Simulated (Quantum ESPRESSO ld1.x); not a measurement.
Ti+, configuration [Ar] 4s1.5 4p1.5 (fractional occupations, a model configuration).

Method: non-relativistic Kohn-Sham, revPBE, spin-unpolarised, spherical densities, point nucleus; computed with ld1.x of Quantum ESPRESSO 7.5.

Energy parts (hartree):
| part | energy |
|---|---|
| total | -848.364 |
| kinetic | 847.629 |
| electron-nucleus | -1993.589 |
| Hartree | 338.662 |
| exchange-correlation | -41.067 |

Orbitals (lengths in bohr, moments of r in powers of bohr; r(max) is where P^2 peaks; r(90%) holds 90 % of the orbital's charge):
1s: occ. 2; eigenvalue (hartree) -178.586; <r^2> 0.006608; r(max) 0.046; r(90%) 0.125; <r^4> 0.0001118
2s: occ. 2; eigenvalue (hartree) -20.4146; <r^2> 0.1267; r(max) 0.271; r(90%) 0.508; <r^4> 0.02822
2p: occ. 6; eigenvalue (hartree) -17.1876; <r^2> 0.1043; r(max) 0.222; r(90%) 0.478; <r^4> 0.02236
3s: occ. 2; eigenvalue (hartree) -3.05537; <r^2> 1.119; r(max) 0.863; r(90%) 1.47; <r^4> 1.982
3p: occ. 6; eigenvalue (hartree) -2.18648; <r^2> 1.266; r(max) 0.884; r(90%) 1.58; <r^4> 2.707
4s: occ. 1.5; eigenvalue (hartree) -0.52485; <r^2> 8.948; r(max) 2.50; r(90%) 4.09; <r^4> 120.7
4p: occ. 1.5; eigenvalue (hartree) -0.35293; <r^2> 12.28; r(max) 2.89; r(90%) 4.84; <r^4> 234.6

The highest occupied level is 4p at -9.604 eV. The density falls to 0.001 e/bohr^3 at r = 4.71 bohr. Summed over all electrons, <r^2> = 42.57 bohr^2, which gives a Langevin (diamagnetic) susceptibility term of -33.7 x 10^-6 cm^3/mol. Virial ratio -V/T = 2.00087.
